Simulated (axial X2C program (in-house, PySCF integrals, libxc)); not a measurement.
AsBr: properties at the nuclei

Calculated with an in-house all-electron X2C program for linear molecules (integrals from PySCF): two-component X2C with atomic mean-field Coulomb and Gaunt terms, Gaussian nuclei, basis Br dyall-cv3z, As dyall-cv3z with contracted cores.

R = 2.299 Å (near the PBE0 minimum at charge 0 of the determinant lowest at the starting distance; the state shown can have its own minimum elsewhere).

Determinant lowest in the PBE0 search, Ω = 1 (⟨Sz⟩ = 1.00, ⟨Lz⟩ = 0.00 at PBE0), spin on the atoms Br 0.05, As 0.95:

| level | Eeff magnitude (GV/cm) | Ws magnitude Br (kHz) | Ws magnitude As (kHz) | A∥/gI Br (MHz) | qzz Br (a.u.) | A∥/gI As (MHz) | qzz As (a.u.) | μ (D) |
| --- | --- | --- | --- | --- | --- | --- | --- | --- |
| PBE0 | 0.33 | 0.0237 | 0.101 | -73.3 | 5.29 | -498 | 2.22 | 1.06 |
| HF | 0.891 | 0.00656 | 0.353 | -28.7 | 5.61 | -381 | 2.26 | 1.55 |
| B3LYP | 0.175 | 0.0122 | 0.0468 | -73.9 | 5.11 | -440 | 2.38 | 1.00 |
| r2SCAN | 0.441 | 0.0566 | 0.223 | -44.3 | 5.28 | -501 | 2.21 | 0.94 |
| PBE50 | 0.447 | 0.0129 | 0.16 | -54.4 | 5.50 | -464 | 2.25 | 1.26 |

Determinant 0.66 eV from it at PBE0 and this distance, Ω = 0 (closed shell), highest spinor 83% As p, 14% Br p, 2% Br d:

```json
{"level": "PBE0", "qzz Br (a.u.)": "4.79", "qzz As (a.u.)": "2.55", "μ (D)": "0.74"}
{"level": "HF", "qzz Br (a.u.)": "5.26", "qzz As (a.u.)": "2.35", "μ (D)": "1.35"}
{"level": "B3LYP", "qzz Br (a.u.)": "4.71", "qzz As (a.u.)": "2.63", "μ (D)": "0.73"}
{"level": "r2SCAN", "qzz Br (a.u.)": "4.52", "qzz As (a.u.)": "2.74", "μ (D)": "0.46"}
{"level": "PBE50", "qzz Br (a.u.)": "5.08", "qzz As (a.u.)": "2.48", "μ (D)": "1.00"}
```

Eeff is the effective electric field on the electron electric dipole moment in this Ω state and Ws the scalar–pseudoscalar constant of the nucleus named (defined with the proton number Z and per Ω); A∥ (defined per Ω) follows by multiplying with gI = μI/(I μN); qzz is the electric field gradient, eQq0 = 234.96 MHz × Q/barn × qzz; μ is positive if the As end (last atom) is positive. The operators were transformed with the bare-nucleus X2C matrices; with these basis sets, hyperfine constants and field gradients can be off by tens of per cent, and where levels differ in sign neither size nor sign is settled.

Q: With Q(79Br) = 0.3087 barn, gI(75As) = 0.9597, Q(75As) = 0.311 barn (g factors from the IAEA table of nuclear moments by Stone; Q from Pyykkö, Mol. Phys. 2018), turn the PBE0 values of the first state into constants in MHz.

A: eQq0(79Br) = 234.96 × (0.3087) × (5.29) = 384 MHz; A∥(75As) = -498 × 0.9597 = -478 MHz; eQq0(75As) = 234.96 × (0.311) × (2.22) = 162 MHz.

Each state is one determinant with collinear spin, which with several unpaired electrons need not be a pure state. Unrestricted Hartree–Fock can overshoot spin polarisation at the nuclei. A closed determinant beside an open π² or δ² triplet, such as (π1/2)², mixes with its partner pair into the 0⁺ component of the triplet and ¹Σ⁺, so its energy is not that of a level, and 0⁺ can lie lowest. With several open shells hyperfine constants can be off by a factor of several. Where Eeff spreads by more than a factor of two the levels disagree and none is to be relied on. Open-shell Ω = 0 determinants with evenly filled partner blocks cannot be reached by this program, so the Ω shown need not be the lowest component. The search compared states at one distance, so a state with another bond length can lie lower. The sign of Ws at Br differs between levels in the first state. Further determinants of the search, some of them spin-mixed, are not shown. Where a field gradient or hyperfine factor spreads by more than a factor of two over the levels, a constant derived from it is not to be relied on. PBE0 term energies can be off by some tenths of an eV.
